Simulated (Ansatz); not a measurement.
Ansatz (a first-principles code) input:

Ansatz 0.2 input:
```yaml
crystal:
  periodic: [false, false, false]
  atoms:
    - {symbol: Sn, position_ang: [-0.00000000, -0.00000000, -1.41351307]}
    - {symbol: I, position_ang: [0.00000000, 0.00000000, 1.33350289]}
basis:
  gaussian:
    orbitals: def2-TZVPD
hamiltonian:
  xc: {name: BHLYP}
magnetization: {spin_polarized: true, initial_magnetization: 1}
output: {forces: true}
```

Q: Predict the final energy.

A: -511.93082 Eh (BHLYP/def2-TZVPD). The basis has 115 functions.
